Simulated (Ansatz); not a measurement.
Reaction (ligand exchange at a Zr–F bond): `[NH2][Zr]([F])([Cl])[Cl]` + NH₃ → `[NH2][Zr]([NH2])([Cl])[Cl]` + H–F

Program: Ansatz. Geometries: PBE0-D4/def2-TZVP. ΔE: electronic, gas phase. CCSD(T)/CBS adds triple-zeta CCSD(T) − MP2 to the extrapolated MP2 energy (def2 sets, frozen cores). This one scheme is used for every species. DFT in def2-TZVPP. Elements past krypton have def2 core potentials. For Zr outer-core shells are correlated without core-valence functions, which leaves a few kJ/mol of doubt a bond. One conformer a species, not always the lowest.

CCSD(T)/CBS gives +25.1 kcal/mol.

Problem. Another level gave +28.2 kcal/mol. Which?
A. PBE-D4/def2-TZVPP
B. LDA (SPW92)/def2-TZVPP
C. MP2/def2-TZVPP
D. CAM-B3LYP-D4/def2-TZVPP

Solution. D. CAM-B3LYP-D4 28.2, PBE-D4 27.2, LDA (SPW92) 26.1, MP2/def2-TZVPP 24.4 kcal/mol.

Largest T1 diagnostic among the species: 0.016.

In def2-TZVPP, CCSD(T) changes the Hartree–Fock value by −3.5 kcal/mol (the triples alone add −0.3 kcal/mol) and MP2 by −4.4 kcal/mol. Leaving LDA and LC-ωPBE aside and taking each functional with its dispersion term where it has one, the values, not all of them listed here, spread over 3.6 kcal/mol, from PBE-QIDH to B97M-V. LDA lies −2.1 kcal/mol from PBE without D4.
